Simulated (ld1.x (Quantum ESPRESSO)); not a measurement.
germanium, RRKJ: configuration errors across variants

```
Element                 : germanium (Ge)
Generator               : ld1.x (Quantum ESPRESSO) 7.5
Type                    : norm-conserving RRKJ (Kleinman–Bylander form)
Functional              : LDA (PZ)
Relativity              : scalar-relativistic
Frozen core             : [Ar] 3d10
Valence charge          : 4
Reference configuration : 4s2 4p2
Partial waves           : 4p (bound): rc 2.10 bohr; 4s (bound): rc 1.40 bohr
Local potential         : the s channel
Core correction         : Bessel-smoothed model core inside 0.85 bohr
rho0                    : 0.01
```

All-electron excitation energies from the reference (eV): (1) 4s2 4p1 7.636; (2) 4s2 4p0 23.352; (3) 4s1 4p0 58.570; (4) 4s1 4p2 16.413; (5) 4s0 4p4 16.359; (6) 4s1 4p3 8.044; (7) 4s2 4p2.3 -0.928; (8) 4s2 4p2 spin -0.563; (9) 4s2 4p1 spin 7.451.

Spin tests fill each open shell by Hund’s rule, majority spin first.

5 further variants failed, have other tests or another functional or relativity, and are left out.

A true bound ghost makes a file unfit for plane-wave use even where its test errors are small: the radial tests pick states by their node count and pass the ghost by.

Errors AE − PS in meV (a dash: test not solved or not reliable):

| change | (1) | (2) | (3) | (4) | (5) | (6) | (7) | (8) | (9) | bound ghosts |
| --- | --- | --- | --- | --- | --- | --- | --- | --- | --- | --- |
| base | -5.5 | -37 | -235 | -34 | -68 | -16 | 0.0 | +1.4 | -5.0 | none |
| core correction Bessel-smoothed model core inside 1.56 bohr | -5.5 | -37 | -231 | -33 | -65 | -16 | -0.1 | +2.2 | -4.6 | none |
| wave 4s (bound): rc 1.40 bohr becomes 4s (bound): rc 1.56 bohr | -5.4 | -38 | -238 | -32 | -60 | -15 | 0.0 | +1.3 | -5.0 | none |
| wave 4p (bound): rc 2.10 bohr becomes 4p (bound): rc 1.66 bohr | -5.9 | -42 | -254 | -31 | -53 | -13 | 0.0 | -1.6 | -6.6 | none |
| wave 4s (bound): rc 1.40 bohr becomes 4s (bound): rc 1.32 bohr | -5.6 | -36 | -232 | -36 | -75 | -18 | 0.0 | +1.5 | -5.0 | none |
| wave 4p (bound): rc 2.10 bohr becomes 4p (bound): rc 1.54 bohr | -6.0 | -43 | -261 | -30 | -46 | -11 | 0.0 | -2.9 | -7.2 | p |
| all radii but the core radius scaled by about 0.76 (s 1.06, p 1.60 bohr) | -5.6 | -32 | -104 | -24 | -159 | -20 | 0.0 | -0.7 | -5.6 | p |

(1) Give the same row for: all radii but the core radius scaled by about 0.79 (s 1.10, p 1.66 bohr).

Answers

(1) -5.7, -33, -146, -32, -145, -23, 0.0, -0.4, -5.6; bound ghosts: p.
